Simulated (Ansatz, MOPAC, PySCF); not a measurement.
Pair of molecules: CH4O (SMILES CO) (first 6 atoms) with C2H6O (SMILES COC); geometry from B3LYP-D3(BJ)/def2-TZVP, rigid monomers moved along the line of their centres of mass till H6···O8 is 2.58 Å.
(charge 0, multiplicity 1):
```tsv
atom	x (Å)	y (Å)	z (Å)
C	0.1363	-0.0718	-0.2436
O	0.3762	0.9196	0.7360
H	0.7891	-0.9452	-0.1216
H	0.3425	0.3716	-1.2182
H	-0.9047	-0.4182	-0.2399
H	0.2018	0.5354	1.6109
C	-1.1291	0.4550	4.7667
O	-0.0995	-0.2170	4.0632
C	1.1295	-0.2355	4.7678
H	-0.8572	1.4983	4.9638
H	-1.3403	-0.0438	5.7194
H	-2.0190	0.4286	4.1410
H	1.4864	0.7815	4.9662
H	1.8534	-0.7529	4.1415
H	1.0252	-0.7686	5.7195
```

Counterpoise-corrected where a basis set is named; no monomer relaxation. Rows marked so take none.

Frozen-core correlation. Rows in 6-31G* carry no dispersion term and start afresh at each structure (6-31G* with six Cartesian d functions). The state that PM3 reach isn't checked.

The values were computed with Ansatz (Gaussian basis) for Hartree–Fock, density functionals and correlated methods; MOPAC for PM3 (differences of heats of formation); PySCF for 6-31G* rows. Each number belongs to the level named beside it.

Task: Predict the interaction energy from CCSD(T)/aug-cc-pVDZ.

Result: -3.5 kcal/mol

Task: Predict the interaction energy from B3LYP/6-31G* (no counterpoise).

Result: -4.2 kcal/mol

Task: What is the computed interaction energy (PM3)?

Result: -1.2 kcal/mol

Ansatz is an electronic-structure program.
